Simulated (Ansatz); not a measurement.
(1) Predict a relaxed structure of BiH2(OtBu) (C₄H₁₁BiO), charge 0, singlet, at PBE-D4/def2-SVP (Ansatz).

Results:

(1) 
```xyz
17

Bi   -1.654   -2.209   -0.367
C     0.210    0.260    0.006
C     0.457   -0.109    1.481
C     1.474    0.905   -0.591
C    -0.980    1.230   -0.112
O     0.009   -0.905   -0.793
H    -1.974   -2.454   -2.146
H    -0.596   -3.698   -0.386
H     0.711    0.779    2.094
H    -0.449   -0.570    1.932
H     1.289   -0.838    1.556
H     2.323    0.196   -0.530
H     1.744    1.836   -0.052
H     1.304    1.145   -1.659
H    -1.900    0.787    0.327
H    -1.180    1.456   -1.179
H    -0.790    2.186    0.419
```
 This is one stationary point.

In the def2 sets Bi takes a core potential; there is no spin–orbit coupling. Another isomer (singlet) lies 0.24 eV lower at PBE0-D4/def2-TZVP; other spin states weren't run for this one.
